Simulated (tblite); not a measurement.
C₆H₁₂O₂SSi.
Z-matrix (Å and degrees, GFN2-xTB geometry), rows numbered from 1:
```
C 
C   1  1.3237
C   2  1.4966  1  123.84
O   3  1.4145  2  109.36  1  -150.78
C   4  1.4058  3  113.23  2    84.77
Si  2  1.8794  1  128.47  3  -178.19
O   6  1.6693  2   99.69  1   -14.69
C   7  1.3074  6  124.31  2  -179.82
C   8  1.4931  7  115.23  6  -179.73
S   8  1.6266  7  122.07  6     0.16
H   1  1.0805  2  122.20  3    -0.14
H   1  1.0765  2  121.30  3  -179.08
H   3  1.0947  2  109.12  1    94.50
H   3  1.0975  2  113.12  1   -26.34
H   5  1.0965  4  110.77  3    67.01
H   5  1.0946  4  111.62  3   -54.50
H   5  1.0877  4  106.57  3  -174.01
H   6  1.4566  2  112.60  1  -129.63
H   6  1.4598  2  114.37  1    98.98
H   9  1.0902  8  109.57  7    60.65
H   9  1.0855  8  110.36  7  -178.45
H   9  1.0899  8  109.61  7   -57.26
```

Computed values, GFN2-xTB/tblite, gas phase, harmonic and unscaled. This tight-binding method is rough: wavenumbers can miss measured ones by several per cent, in bad cases by 10 to 20. Modes of hydrogen on silicon can be 10 to 20 % off. One conformer, not necessarily the lowest.

Harmonic wavenumbers (cm⁻¹): 33.6, 49.2, 64.0, 69.6, 72.8, 120.0, 129.8, 144.7, 177.6, 206.1, 297.0, 321.6, 348.6, 401.3, 459.4, 469.8, 498.8, 553.1, 652.1, 671.9, 686.9, 692.1, 760.7, 790.1, 831.9, 912.2, 933.1, 957.8, 985.9, 1000.7, 1019.1, 1093.5, 1132.5, 1152.0, 1208.0, 1228.2, 1244.8, 1303.3, 1320.5, 1372.6, 1403.1, 1410.9, 1442.5, 1450.4, 1451.0, 1469.9, 1490.3, 1700.4, 2298.4, 2337.2, 2893.8, 2912.4, 2937.3, 2941.7, 2995.4, 3009.0, 3032.8, 3064.2, 3065.4, 3119.1.

A = 1870, B = 504.2, C = 419.8 MHz; mass 176.033 u (most abundant isotopes); point group C1, symmetry number 1.

Q: What is the zero-point energy?

A: Half the sum of the wavenumbers: 36396 cm⁻¹ = 104.06 kcal/mol.

Q: What is S at 298.15 K and 1 bar for an ideal gas of classical rigid rotors and harmonic oscillators?

A: Translation 41.43, rotation 31.07, vibration 46.91: S = 119.4 cal/(mol K).

Q: And Cp and H(298.15 K) − H(0)?

A: Cp = 49.09 cal/(mol K), of which vibrations give 41.14 (their classical limit is 60 R = 119.2); H(298.15 K) − H(0) = 9.18 kcal/mol without the zero-point energy, 6.81 from vibrations.

Q: What must be added to the electronic energy to get the Gibbs energy at 298.15 K and 1 bar?

A: ZPE + [H(298.15 K) − H(0)] − T·S = 104.06 + 9.18 − 35.60 = 77.64 kcal/mol.

Q: How do the functions run with temperature in this model?

A: 
```
T (K)  S (cal/(mol K))  Cp (cal/(mol K))  H − H(0) (kcal/mol)  G − H(0) (kcal/mol)  ln q(vib)
  150             92.3              31.8                 3.19               -10.66       6.02
  250            111.3              43.5                 6.95               -20.87      10.23
  400            135.4              60.3                14.76               -39.42      15.93
  600            163.3              77.4                28.63               -69.36      22.89
  900            198.1              93.8                54.53              -123.76      32.30
```

q(vib) and H(0) count from the zero-point level.

Q: Blend soft modes into free rotors: weight 1/[1 + (100 cm⁻¹/ν̃)⁴] for the oscillator and the rest for a rotor with moment μB/(μ + B), μ = h/(8π²ν), B = 10⁻⁴⁴ kg m². What vibrational entropy results?

A: 41.42 cal/(mol K) in place of 46.91, which changes −T·S at 298.15 K by +1.64 kcal/mol.

Q: Which modes carry the vibrational entropy at 298.15 K?

A: 33.6 cm⁻¹: 5.60; 49.2 cm⁻¹: 4.85; 64.0 cm⁻¹: 4.33; 69.6 cm⁻¹: 4.16; 72.8 cm⁻¹: 4.08; 120.0 cm⁻¹: 3.10 cal/(mol K); the other 54 give 20.79 together.

Hindered rotation and anharmonicity are outside this model. Other conformers, if any are populated, would add a mixing term that is left out. The structure is chiral; the term R ln 2 for an equal mix with its mirror image is left out.

Hardware: one thread of an Arm Neoverse N1, shared host with 64 logical CPUs at a one-minute load of 50. Cost: 2.0 s of wall time. This covers the Hessian and the dipole derivatives.
